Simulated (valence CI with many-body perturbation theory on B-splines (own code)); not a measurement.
**Ta23+: electric-dipole lines**

Computed by relativistic CI+MBPT: four valence electrons over a frozen Dirac-Fock core [Kr] 4d10, radial functions for each j: 7 s, 7 p, 7 d, 7 f, 4 g, 2 h, with the one-electron correlation potential Σ1, the two-electron term Σ2, the three-electron term Σ3, Breit, model QED; selected CI, second order for the rest, scaled by the run's own slope (own B-spline code, finite nucleus).

No measured levels were compared; by estimate terms of the open shell hold to a few per cent of their energy, and close levels can change places.

Lines 151 to 200 of 313 in falling wavelength, among levels below 1045500 cm⁻¹, chosen from the strongest by gf and those to the six lowest levels. Wavelengths and rates use the calculated energies, so an error of 2000 cm⁻¹ moves a line at 327.0 Å by 0.65 % and its rate by three times that or more. Electric multipoles are in the length gauge, E1 and E2 with the static RPA response of the core. Weak lines are less certain than strong ones. Lines between different terms over intervals too small for the method are left out, as are lines whose strength nearly cancels. Where a level lies close to another of its J and parity, the split of strength between their lines is uncertain. The highest levels of a list are the least certain.

Names give the largest LS component (configuration and term), which can be under half, so a name can repeat, a term be missing and a line seem to break the LS rules; names also repeat where a configuration has a term twice. Letters in brackets count levels of one name in rising energy.

```
λ vac (Å)           Upper            Lower   A (s⁻¹)  S (a.u.)
    327.0      4f³5p ⁵H_6  4f³5s ³I°_7 [a]  4.20e+08  9.43e-02
    327.0      4f³5p ⁵G_2      4f³5s ⁵G°_3  1.12e+07  9.63e-04
    326.2      4f³5p ³I_5      4f³5s ⁵G°_4  3.75e+07  7.06e-03
    325.2  4f³5p ³H_4 [b]      4f³5s ⁵F°_5  1.46e+07  2.23e-03
    325.1      4f³5p ³D_1  4f³5s ³F°_2 [a]  1.23e+09  6.24e-02
    323.8  4f³5p ³H_4 [a]  4f³5s ³I°_5 [a]  1.23e+09  1.85e-01
    323.7  4f³5p ³H_4 [b]      4f³5s ⁵G°_4  5.52e+07  8.31e-03
    323.3      4f³5p ⁵G_2      4f³5s ⁵G°_2  9.38e+06  7.82e-04
    322.9      4f³5p ⁵G_3      4f³5s ⁵G°_4  3.20e+07  3.72e-03
    321.8  4f³5p ³H_4 [b]  4f³5s ³G°_3 [a]  4.34e+08  6.43e-02
    320.7      4f³5p ⁵G_2      4f³5s ⁵S°_2  1.14e+08  9.26e-03
    320.0      4f³5p ⁵K_6      4f³5s ⁵I°_7  1.46e+08  3.08e-02
    318.8      4f³5p ⁵G_2      4f³5s ⁵F°_3  2.17e+07  1.73e-03
    318.7      4f³5p ³D_1      4f³5s ⁵G°_2  2.05e+08  9.85e-03
    316.6      4f³5p ⁵G_3  4f³5s ³F°_2 [a]  1.91e+09  2.09e-01
    316.3      4f³5p ³I_5      4f³5s ⁵F°_4  5.03e+08  8.64e-02
    316.2      4f³5p ³D_1      4f³5s ⁵S°_2  6.25e+08  2.92e-02
    314.9      4f³5p ⁵K_7      4f³5s ⁵I°_8  2.57e+08  5.93e-02
    314.7  4f³5p ³H_4 [b]      4f³5s ⁵G°_3  6.38e+08  8.83e-02
    314.0  4f³5p ³H_4 [b]      4f³5s ⁵F°_4  9.69e+07  1.33e-02
    313.9      4f³5p ⁵G_3      4f³5s ⁵G°_3  2.69e+08  2.87e-02
    313.6      4f³5p ⁵K_7  4f³5s ³I°_6 [a]  5.64e+09  1.29e+00
    313.5      4f³5p ⁵K_5      4f³5s ⁵I°_5  4.03e+09  6.74e-01
    313.2      4f³5p ⁵G_3      4f³5s ⁵F°_4  7.43e+08  7.89e-02
    312.5      4f³5p ⁵H_6  4f³5s ³G°_5 [a]  9.87e+05  1.93e-04
    311.9      4f³5p ⁵K_6  4f³5s ³I°_5 [a]  5.43e+09  1.06e+00
    311.4      4f³5p ⁵H_6  4f³5s ³I°_6 [a]  3.46e+09  6.71e-01
    310.5      4f³5p ⁵G_3      4f³5s ⁵G°_2  5.45e+08  5.63e-02
    309.4      4f³5p ⁵G_2      4f³5s ⁵F°_2  5.28e+09  3.86e-01
    308.3      4f³5p ⁵I_5  4f³5s ³I°_5 [a]  3.21e+09  5.11e-01
    308.2      4f³5p ³I_5  4f³5s ³G°_5 [a]  4.65e+09  7.38e-01
    308.1      4f³5p ⁵G_3      4f³5s ⁵S°_2  2.13e+09  2.16e-01
    307.8      4f³5p ³I_5  4f³5s ³H°_4 [a]  6.66e+09  1.05e+00
    307.1      4f³5p ³I_5  4f³5s ³I°_6 [a]  3.46e+06  5.44e-04
    307.0  4f³5p ³H_4 [b]      4f³5s ⁵F°_3  1.12e+08  1.44e-02
    307.0      4f³5p ⁵K_6      4f³5s ⁵I°_6  4.86e+09  9.02e-01
    306.8      4f³5p ⁵K_5      4f³5s ⁵I°_4  7.82e+09  1.23e+00
    306.3      4f³5p ⁵G_3      4f³5s ⁵F°_3  5.03e+09  4.99e-01
    306.0  4f³5p ³H_4 [b]  4f³5s ³G°_5 [a]  7.79e+09  9.91e-01
    305.9      4f³5p ⁵G_2      4f³5s ⁵F°_1  6.61e+09  4.67e-01
    305.5  4f³5p ³H_4 [b]  4f³5s ³H°_4 [a]  3.39e+09  4.30e-01
    305.2      4f³5p ³D_1      4f³5s ⁵F°_2  8.55e+09  3.60e-01
    304.8      4f³5p ⁵G_3  4f³5s ³H°_4 [a]  4.75e+07  4.65e-03
    304.7  4f³5p ³H_4 [a]      4f³5s ⁵I°_5  7.68e+09  9.66e-01
    303.4      4f³5p ⁵I_5      4f³5s ⁵I°_6  7.91e+09  1.20e+00
    303.3      4f³5p ⁵K_7      4f³5s ⁵I°_7  5.44e+09  1.12e+00
    301.8      4f³5p ³D_1      4f³5s ⁵F°_1  2.12e+09  8.63e-02
    301.3      4f³5p ⁵H_6      4f³5s ⁵I°_7  8.75e+09  1.53e+00
    298.4  4f³5p ³H_4 [a]      4f³5s ⁵I°_4  4.16e+09  4.91e-01
    297.7      4f³5p ⁵G_3      4f³5s ⁵F°_2  1.68e+09  1.53e-01
```
